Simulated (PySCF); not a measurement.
## How the functional moves excitation energies

Compound: C2H6OSSi.
SMILES: `[SiH3]O[C@H]1CS1`

Linear-response calculations in the def2-SVPD basis (PySCF; singlets by full response, triplets Tamm–Dancoff, core orbitals frozen in the response; HF means time-dependent Hartree–Fock). 'Strongest' is the level of largest summed f among the singlets computed (10 roots, of which the last may lack a degenerate partner); it can jump between rows when another state enters that window. S1 is the lowest singlet of each run and needn't be the same state throughout; f(S1) is that of one state. One conformer (not necessarily the lowest) at the PBE0-D3(BJ)/def2-SVP geometry, without solvent, vibrations or thermal averaging.

```
functional                               kind  S1 (eV)  f(S1)  strongest (eV)  T1 (eV)  HOMO (eV)  gap (eV)  ionisation energy, ΔSCF (eV)
       LDA                                LDA     4.61  0.008            6.09     4.34      -5.70      4.48                          9.06
       PBE                                GGA     4.68  0.005            6.17     4.32      -5.59      4.56                          8.90
     B3LYP  global hybrid, 20% exact exchange     4.87  0.001            6.76     4.47      -6.57      6.23                          9.05
      PBE0  global hybrid, 25% exact exchange     4.98  0.001            6.93     4.52      -6.81      6.71                          9.01
 BHandHLYP  global hybrid, 50% exact exchange     5.12  0.000            7.42     4.68      -7.91      8.68                          8.93
 CAM-B3LYP             range-separated hybrid     4.94  0.000            7.03     4.52      -8.16      9.02                          9.09
   wB97X-D             range-separated hybrid     4.99  0.000            7.15     4.61      -8.68     10.29                          9.11
   LC-wPBE             range-separated hybrid     5.04  0.000            7.44     4.55      -9.58     11.52                          9.14
        HF                       Hartree–Fock     5.49  0.000            7.99     4.96      -9.65     12.03                   not settled
```

S1 runs from 4.61 eV (LDA) to 5.49 eV (HF), a spread of 0.88 eV, while the orbital gap spreads over 7.5 eV. Along PBE (0%), B3LYP (20%), PBE0 (25%), BHandHLYP (50%), HF (100%) S1 rises with the share of exact exchange. −ε(HOMO) comes closest to its own ΔSCF ionisation energy with wB97X-D (-0.43 eV) and misses most with LDA (-3.36 eV). 'Not settled' means that the ion's SCF failed to converge or may have ended in another state than the lowest.

Without π bonds the low states are Rydberg-like; a valence basis with one diffuse set may place them up to an eV too high.
